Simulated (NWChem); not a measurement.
System: ScBr$_{2}$F; SMILES [F][Sc]([Br])[Br]

NWChem input:

```
start job
memory heap 200 mb stack 900 mb global 1100 mb
geometry units angstroms noautoz
  Sc     0.000000     0.000000     0.518464
  F      0.000000     0.000000     2.310801
  Br    -2.144013     0.000000    -0.631569
  Br     2.144013     0.000000    -0.631569
end
basis spherical
  * library 6-31g*
end
dft
  xc b3lyp
  iterations 150
  vectors input atomic output neutral.movecs
end
task dft energy
charge 1
dft
  odft
  mult 2
  vectors input atomic output cation.movecs
end
task dft energy
```

Excerpt of the output:

```
             Northwest Computational Chemistry Package (NWChem) 7.3.0
             --------------------------------------------------------

 C2V symmetry detected

                             Geometry "geometry" -> ""
                             -------------------------

 Output coordinates in angstroms (scale by  1.889725989 to convert to a.u.)

  No.       Tag          Charge          X              Y              Z
 ---- ---------------- ---------- -------------- -------------- --------------
    1 Sc                  21.0000     0.00000000     0.00000000     0.64371277
    2 F                    9.0000     0.00000000     0.00000000     2.43604977
    3 Br                  35.0000    -2.14401300     0.00000000    -0.50632023
    4 Br                  35.0000     2.14401300     0.00000000    -0.50632023

 Effective nuclear repulsion energy (a.u.)     618.2762640894

      Symmetry information
      --------------------

 Group name             C2v
 Group number             16
 Group order               4
 No. of unique centers     3

                                 NWChem DFT Module
                                 -----------------

 Summary of "ao basis" -> "ao basis" (spherical)
 ------------------------------------------------------------------------------
       Tag                 Description            Shells   Functions and Types
 ---------------- ------------------------------  ------  ---------------------
 Sc                          6-31g*                 12       34   5s4p2d1f
 F                           6-31g*                  6       14   3s2p1d
 Br                          6-31g*                 12       32   5s4p3d

      Symmetry analysis of basis
      --------------------------

        a1         44
        a2         14
        b1         33
        b2         21

            General Information
            -------------------
          SCF calculation type: DFT
          Wavefunction type:  closed shell.
          No. of atoms     :     4
          No. of electrons :   100
           Alpha electrons :    50
            Beta electrons :    50
          Charge           :     0
          Spin multiplicity:     1
          Use of symmetry is: on ; symmetry adaption is: on
          Maximum number of iterations: 150
          AO basis - number of functions:   112
                     number of shells:    42
          Convergence on energy requested:  1.00D-06
          Convergence on density requested:  1.00D-05
          Convergence on gradient requested:  5.00D-04

              XC Information
              --------------
                         B3LYP Method XC Potential
                     Hartree-Fock (Exact) Exchange  0.200
                        Slater Exchange Functional  0.800 local
                    Becke 1988 Exchange Functional  0.720 non-local
              Lee-Yang-Parr Correlation Functional  0.810
                  VWN I RPA Correlation Functional  0.190 local

             Grid Information
             ----------------
          Grid used for XC integration:  medium
          Radial quadrature: Mura-Knowles
          Angular quadrature: Lebedev.
          Tag              B.-S. Rad. Rad. Pts. Rad. Cut. Ang. Pts.
          ---              ---------- --------- --------- ---------
          Sc                  1.60      112          10.0       590
          F                   0.50       49          10.0       434
          Br                  1.15      112          12.0       590
          Grid pruning is: on
          Number of quadrature shells:   273
          Spatial weights used:  Erf1

      Superposition of Atomic Density Guess
      -------------------------------------

 Sum of atomic energies:       -6003.22462047

      Non-variational initial energy
      ------------------------------

 Total energy =   -6003.355182
 1-e energy   =   -9575.132114
 2-e energy   =    2953.500668
 HOMO         =      -0.419838
 LUMO         =      -0.061508

      Symmetry analysis of molecular orbitals - initial
      -------------------------------------------------

  Numbering of irreducible representations:

     1 a1          2 a2          3 b1          4 b2

  Orbital symmetries:

     1 a1          2 b1          3 a1          4 a1          5 b1
     6 b1          7 a1          8 b1          9 b2         10 a1
    11 a2         12 a1         13 a1         14 b1         15 a1
    16 b2         17 a1         18 b1         19 a1         20 b1
    21 a1         22 b2         23 a2         24 b1         25 a1
    26 b1         27 a1         28 b2         29 a2         30 b1
    31 a1         32 b2         33 a2         34 b1         35 a1
    36 a1         37 b1         38 b2         39 a1         40 a1
    41 b1         42 b1         43 b2         44 a1         45 a1
    46 b1         47 a1         48 b2         49 a2         50 b1
    51 a1         52 b2         53 b1         54 a1         55 a2
    56 a1         57 b2         58 a1         59 b1         60 b2

   convergence    iter        energy       DeltaE   RMS-Dens  Diis-err
 ---------------- ----- ----------------- --------- --------- ---------
 d= 0,ls=0.0,diis     1  -6008.2788228981 -6.63D+03  3.96D-02  1.36D+00
 d= 0,ls=0.0,diis     2  -5997.1006040790  1.12D+01  3.06D-02  1.21D+02
 d= 0,ls=0.0,diis     3  -6008.2976513523 -1.12D+01  4.38D-03  2.12D+00
 d= 0,ls=0.0,diis     4  -6008.4931371370 -1.95D-01  3.31D-03  1.10D-01
 d= 0,ls=0.0,diis     5  -6008.5072451705 -1.41D-02  1.17D-03  3.46D-02
  Resetting Diis
 d= 0,ls=0.0,diis     6  -6008.5112676608 -4.02D-03  1.71D-04  9.06D-04
 d= 0,ls=0.0,diis     7  -6008.5113527322 -8.51D-05  5.46D-05  1.97D-05
 d= 0,ls=0.0,diis     8  -6008.5113507323  2.00D-06  3.60D-05  3.67D-05
 d= 0,ls=0.0,diis     9  -6008.5113545184 -3.79D-06  5.28D-06  2.27D-06
 d= 0,ls=0.0,diis    10  -6008.5113546652 -1.47D-07  3.15D-06  8.75D-08

         Total DFT energy =    -6008.511354665168
      One electron energy =    -9578.791220942006
           Coulomb energy =     3184.299904122221
    Exchange-Corr. energy =     -232.296301934751
 Nuclear repulsion energy =      618.276264089368

 Numeric. integr. density =      100.000000858803

                  Occupations of the irreducible representations
                  ----------------------------------------------

                     irrep           alpha         beta
                     --------     --------     --------
                     a1               21.0         21.0
                     a2                5.0          5.0
                     b1               16.0         16.0
                     b2                8.0          8.0

                       DFT Final Molecular Orbital Analysis
                       ------------------------------------

 Vector   48  Occ=2.000000D+00  E=-3.177195D-01  Symmetry=a1
              MO Center=  2.0D-13, -4.8D-15, -4.4D-01, r^2= 5.7D+00
   Bfn.  Coefficient  Atom+Function         Bfn.  Coefficient  Atom+Function
  ----- ------------  ---------------      ----- ------------  ---------------
    61      0.413393  3 Br pz                93      0.413393  4 Br pz
    59     -0.308332  3 Br px                91      0.308332  4 Br px
    57     -0.187771  3 Br pz                65      0.187500  3 Br pz
    89     -0.187771  4 Br pz                97      0.187500  4 Br pz
    55      0.138975  3 Br px                87     -0.138975  4 Br px

 Vector   49  Occ=2.000000D+00  E=-3.160290D-01  Symmetry=b2
              MO Center= -4.1D-13,  1.5D-14, -4.5D-01, r^2= 5.8D+00
   Bfn.  Coefficient  Atom+Function         Bfn.  Coefficient  Atom+Function
  ----- ------------  ---------------      ----- ------------  ---------------
    60      0.521994  3 Br py                92      0.521994  4 Br py
    56     -0.236441  3 Br py                88     -0.236441  4 Br py
    64      0.233600  3 Br py                96      0.233600  4 Br py
    12      0.108522  1 Sc py                19     -0.073612  1 Sc d -1
    52      0.070961  3 Br py                84      0.070961  4 Br py

 Vector   50  Occ=2.000000D+00  E=-3.048495D-01  Symmetry=b1
              MO Center= -2.2D-13,  5.5D-16, -4.3D-01, r^2= 6.0D+00
   Bfn.  Coefficient  Atom+Function         Bfn.  Coefficient  Atom+Function
  ----- ------------  ---------------      ----- ------------  ---------------
    61      0.504314  3 Br pz                93     -0.504314  4 Br pz
    65      0.231480  3 Br pz                97     -0.231480  4 Br pz
    57     -0.227362  3 Br pz                89      0.227362  4 Br pz
    59     -0.198022  3 Br px                91     -0.198022  4 Br px
    63     -0.092499  3 Br px                95     -0.092499  4 Br px

 Vector   51  Occ=0.000000D+00  E=-1.269588D-01  Symmetry=a1
              MO Center=  7.6D-15, -5.6D-14,  6.2D-01, r^2= 2.2D+00
   Bfn.  Coefficient  Atom+Function         Bfn.  Coefficient  Atom+Function
  ----- ------------  ---------------      ----- ------------  ---------------
    22      0.533481  1 Sc d  2              27      0.378777  1 Sc d  2
    10      0.365104  1 Sc s                 14     -0.312214  1 Sc s
    20      0.193324  1 Sc d  0               6     -0.176132  1 Sc s
    25      0.153702  1 Sc d  0              62      0.103453  3 Br s
    94      0.103453  4 Br s                  2      0.063168  1 Sc s

 Vector   52  Occ=0.000000D+00  E=-1.046635D-01  Symmetry=a2
              MO Center=  3.2D-14, -1.1D-13,  5.1D-01, r^2= 1.7D+00
   Bfn.  Coefficient  Atom+Function         Bfn.  Coefficient  Atom+Function
  ----- ------------  ---------------      ----- ------------  ---------------
    18      0.676809  1 Sc d -2              23      0.480628  1 Sc d -2
    60      0.198527  3 Br py                92     -0.198527  4 Br py
    64      0.102727  3 Br py                96     -0.102727  4 Br py
    56     -0.085101  3 Br py                88      0.085101  4 Br py
    76     -0.030021  3 Br d -2             108     -0.030021  4 Br d -2

 Vector   53  Occ=0.000000D+00  E=-8.700834D-02  Symmetry=b2
              MO Center=  8.0D-15,  8.7D-17,  6.2D-01, r^2= 1.4D+00
   Bfn.  Coefficient  Atom+Function         Bfn.  Coefficient  Atom+Function
  ----- ------------  ---------------      ----- ------------  ---------------
    19      0.691924  1 Sc d -1              24      0.471931  1 Sc d -1
    38     -0.187893  2 F  py                42     -0.163497  2 F  py
    12     -0.135349  1 Sc py                60      0.121620  3 Br py
    92      0.121620  4 Br py                64      0.076204  3 Br py
    96      0.076204  4 Br py                56     -0.052149  3 Br py

     Multipole analysis of the density
     ---------------------------------

     L   x y z        total         alpha         beta         nuclear
     -   - - -        -----         -----         ----         -------
     0   0 0 0     -0.000000    -50.000000    -50.000000    100.000000

     1   1 0 0     -0.000000     -0.000000     -0.000000      0.000000
     1   0 1 0      0.000000      0.000000      0.000000      0.000000
     1   0 0 1      0.362953      0.181477      0.181477      0.000000

     2   2 0 0    -50.832730   -599.956728   -599.956728   1149.080726
     2   1 1 0      0.000000      0.000000      0.000000      0.000000
     2   1 0 1     -0.000000     -0.000000     -0.000000      0.000000
     2   0 2 0    -40.347858    -20.173929    -20.173929      0.000000
     2   0 1 1     -0.000000     -0.000000     -0.000000      0.000000
     2   0 0 2    -47.734947   -166.809942   -166.809942    285.884937

                                 NWChem DFT Module
                                 -----------------

      Symmetry analysis of basis
      --------------------------

        a1         44
        a2         14
        b1         33
        b2         21

            General Information
            -------------------
          SCF calculation type: DFT
          Wavefunction type:  spin polarized.
          No. of atoms     :     4
          No. of electrons :    99
           Alpha electrons :    50
            Beta electrons :    49
          Charge           :     1
          Spin multiplicity:     2
          Use of symmetry is: on ; symmetry adaption is: on
          Maximum number of iterations: 150
          AO basis - number of functions:   112
                     number of shells:    42
          Convergence on energy requested:  1.00D-06
          Convergence on density requested:  1.00D-05
          Convergence on gradient requested:  5.00D-04

              XC Information
              --------------
                         B3LYP Method XC Potential
                     Hartree-Fock (Exact) Exchange  0.200
                        Slater Exchange Functional  0.800 local
                    Becke 1988 Exchange Functional  0.720 non-local
              Lee-Yang-Parr Correlation Functional  0.810
                  VWN I RPA Correlation Functional  0.190 local

             Grid Information
             ----------------
          Grid used for XC integration:  medium
          Radial quadrature: Mura-Knowles
          Angular quadrature: Lebedev.
          Tag              B.-S. Rad. Rad. Pts. Rad. Cut. Ang. Pts.
          ---              ---------- --------- --------- ---------
          Sc                  1.60      112          10.0       590
          F                   0.50       49          10.0       434
          Br                  1.15      112          12.0       590
          Grid pruning is: on
          Number of quadrature shells:   273
          Spatial weights used:  Erf1

      Superposition of Atomic Density Guess
      -------------------------------------

 Sum of atomic energies:       -6003.22462047

 Renormalizing density from     100.00 to     99

      Non-variational initial energy
      ------------------------------

 Total energy =   -5966.378524
 1-e energy   =   -9479.380793
 2-e energy   =    2894.726004
 HOMO         =      -0.709110
 LUMO         =      -0.279257

   Symmetry analysis of molecular orbitals - initial alpha
   -------------------------------------------------------

  Numbering of irreducible representations:

     1 a1          2 a2          3 b1          4 b2

  Orbital symmetries:

     1 a1          2 b1          3 a1          4 a1          5 b1
     6 a1          7 b1          8 b1          9 a1         10 b2
    11 a2         12 a1         13 a1         14 b1         15 a1
    16 b2         17 a1         18 b1         19 a1         20 b1
    21 a1         22 b1         23 b2         24 a2         25 a1
    26 b1         27 a1         28 b1         29 b2         30 a2
    31 a1         32 b2         33 a2         34 b1         35 a1
    36 a1         37 b1         38 b2         39 a1         40 a1
    41 b1         42 a1         43 b1         44 b2         45 a1
    46 b1         47 a1         48 b2         49 a2         50 b1
    51 a1         52 a2         53 a1         54 b2         55 b1
    56 b2         57 a1         58 b1         59 a1         60 a1

   Symmetry analysis of molecular orbitals - initial beta
   ------------------------------------------------------

  Numbering of irreducible representations:

     1 a1          2 a2          3 b1          4 b2

  Orbital symmetries:

[...]
```

Level: B3LYP/6-31G* (spherical d), vertical spin-unrestricted ions. All runs use the structure optimised with PBE0/def2-SVP. Not confirmed as a minimum by frequencies. B3LYP is NWChem's, with the RPA form of VWN correlation.
